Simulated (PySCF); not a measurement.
Level of theory: PBE-D3(BJ)/def2-TZVP // B3LYP-D3(BJ)/def2-TZVP (PySCF). Isolated molecules, 0 K electronic values unless said otherwise. One relaxed conformer stands for a flexible species; it need not be the lowest. Excitations are Tamm–Dancoff values on a coarser integration grid. The basis has no diffuse functions, so Rydberg states are missing or too high.

Reference species (SMILES): `C=C(N)O` (neutral, multiplicity 1).

```json
{
  "S1 excitation (TDA)": "5.02 eV",
  "S1–T1 gap (TDA)": "0.62 eV",
  "HOMO": "-4.98 eV"
}
```

Changed species: `O=CNC` (C–N–C–O torsion 0°).

Task: What does the change do to the S1 excitation (TDA), S1–T1 gap (TDA) and HOMO?

Result: the S1 excitation (TDA) increases by 0.61 eV, to 5.63 eV; the S1–T1 gap (TDA) decreases by 0.07 eV, to 0.55 eV; the HOMO drops by 0.85 eV, to -5.83 eV.
